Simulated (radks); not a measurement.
Results of a calculation; reference values are marked as such.
All-electron atom: Zn II in [Ar] 3d10 4s1 (the NIST ground configuration).

Level of theory: Dirac Kohn-Sham, PBEsol, spin-unpolarised, spherical densities, point nucleus (a radial shooting solver on a logarithmic mesh with Libxc functionals).

Energy parts (eV):
part                       energy
total                  -48825.453
kinetic                 49727.712
electron-nucleus      -117563.271
Hartree                 20912.681
exchange-correlation    -1902.575

Orbitals (lengths in bohr, moments of r in powers of bohr; r(max) is where P^2 peaks):
orbital  occ.  eigenvalue (eV)       <r^4>   r(max)  small-component weight
1s1/2       2        -9524.394  0.00002989  0.03293                1.17e-02
2s1/2       2        -1166.364    0.006342   0.1895                2.23e-03
2p1/2       2        -1028.615    0.004521   0.1502                2.22e-03
2p3/2       4        -1004.773    0.004789   0.1530                2.18e-03
3s1/2       2        -138.5573      0.4724   0.5886                4.98e-04
3p1/2       2         -94.9804      0.6202   0.5871                4.49e-04
3p3/2       4         -91.9184      0.6601   0.5953                4.38e-04
3d3/2       4         -20.0073       3.242   0.5641                2.98e-04
3d5/2       6         -19.6478       3.372   0.5672                2.95e-04
4s1/2       1         -13.9844       71.74    1.982                4.80e-05
4p1/2       0          -7.7941       219.8    2.506                2.81e-05
4p3/2       0          -7.6675       230.7    2.542                2.74e-05

The highest occupied level is 4s1/2 at -13.984 eV. The density falls to 0.001 e/bohr^3 at r = 3.62 bohr. For comparison, the ionisation energy in NIST's Atomic Spectra Database is 17.964 eV (measured). In exact Kohn-Sham theory the highest level is minus the ionisation energy, but local and semilocal functionals leave it too shallow, through self-interaction and a potential that decays too fast; potentials with the right tail come closer. Summed over all electrons, <r^2> = 22.46 bohr^2, which gives a Langevin (diamagnetic) susceptibility term of -17.8 x 10^-6 cm^3/mol.

Beside tabulated values, note that spin-unpolarised runs miss the spin-polarisation part of the exchange energy of open shells.
